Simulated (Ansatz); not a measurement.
Harmonic frequencies (cm⁻¹) at PBE0-D4/def2-TZVP from Ansatz: 62, 113, 119, 241, 298, 317, 372, 387, 430, 514, 523, 548, 563, 619, 1551, 1556, 3528, 3530, 3612, 3612, 4004.

Each molecule was computed in one conformer, which needn't be the lowest.

Which molecule is it?
A. `[CH3][Y]([CH3])[Cl]`
B. `[CH3][Y]([OH])[F]`
C. `[CH3][Y]([Cl])[Cl]`
D. `[NH2][Y]([NH2])[OH]`

D.
